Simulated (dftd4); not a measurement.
C₂H₆AuClS, charge +1, doublet, at a GFN2-xTB geometry (such geometries of metal compounds can be far from the true shape) (the multiplicity is a formal guess); D4 for r2scan in dftd4.

Here is a job for dftd4.
```
$ dftd4 mol.xyz --func r2scan --charge 1 --json dftd4.json --noedisp

# file mol.xyz
11

Au     0.23980938    -0.44350797    -0.06556171
Cl     2.43196466    -0.81483368     0.44193089
C     -1.37899306     2.30414288    -1.20320327
S     -1.80732456     0.81928023    -0.26419011
C     -2.10607865     1.53041251     1.37137327
H     -0.56592812     2.84198638    -0.72392865
H     -2.26303264     2.93677054    -1.25747208
H     -1.09393932     1.99932227    -2.20596421
H     -1.25052427     2.11347128     1.70019473
H     -2.29971917     0.71618792     2.06364664
H     -2.98757391     2.16574771     1.30809516
```

What the program printed (banner, timings and long lists left out):

```
                    ____  _____ _____     ____  _  _
      -------------|  _ \|  ___|_   _|---|  _ \| || |------------
     |             | | | | |_    | | ___ | | | | || |_           |
     |             | |_| |  _|   | ||___|| |_| |__   _|          |
     |             |____/|_|     |_|     |____/   |_|            |
     |             ===================================           |
     |            E. Caldeweyher, S. Ehlert & S. Grimme          |
     |          Mulliken Center for Theoretical Chemistry        |
     |                    University of Bonn                     |
      -----------------------------------------------------------

Rational (Becke-Johnson) damping: r2scan-D4-ATM
---------------------
  s6         1.0000
  s8         0.6019
  s9         1.0000
  a1         0.5156
  a2         5.7734
 alp        16.0000
--------------------

Dispersion energy:      -2.4006653517104E-03 Eh

[Info] JSON dump of results written to 'dftd4.json'
```
